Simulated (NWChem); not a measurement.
# hydrogen selenide (H2Se) in NWChem

SMILES: [SeH2]
```xyz
3

Se     0.0000     0.0000     0.0571
H      1.0502     0.0000    -0.9703
H     -1.0502     0.0000    -0.9703
```
Charge 0, spin multiplicity 1.

All runs are NWChem calculations. All single points use one geometry, from PBE0/def2-SVP, a minimum by its harmonic frequencies.

Symmetry labels belong to the abelian group C2v used in the runs, with the axes of the coordinates shown.

The Hamiltonian is non-relativistic.

### Question
List the lowest 4 singlet excitations that TD-PBE0/def2-SVPD gives, with oscillator strengths.

### Answer
```csv
state,symmetry,energy (eV),wavelength (nm),f
1,a2,5.35,232,0.000
2,b2,5.62,220,0.059
3,a2,7.24,171,0.000
4,b2,7.40,167,0.001
```
